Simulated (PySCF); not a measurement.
From computed data to an observable: oscillator strength and radiative lifetime

SiCl2I2, SMILES [Si](I)(I)(Cl)Cl.

Coordinates come from a PBE0-D3(BJ)/def2-SVP optimisation. The def2 effective core potentials stand for the cores of I; spin–orbit coupling is left out.

TDDFT-PBE0/def2-SVPD run with PySCF puts the first singlet state with f over 0.02 at 6.14 eV (vertical), with the transition dipole (-0.611, 0.000, 0.000) in atomic units.

Q: Find the oscillator strength, the wavelength and the radiative lifetime that this transition would have in vacuum if emission retraced absorption.

A: 
|μ|² = 0.3733 au, so |μ| = 1.55 D. ΔE = 6.14/27.211 = 0.2256 hartree. f = (2/3) ΔE |μ|² = 0.056 (the program prints 0.056).
λ = 1239.84/6.14 = 202 nm; ν = 49522 cm⁻¹.
Einstein's coefficient A = 0.6670 ν² f s⁻¹ (ν in cm⁻¹) = 9.2e7 s⁻¹, so τ = 1/A = 11 ns. This state is S5; the lower singlets have f = 0.014, 0.000, 0.006, 0.010. The figure is the radiative limit of this one transition; relaxation, internal conversion, crossing to triplets and a medium change what is measured.
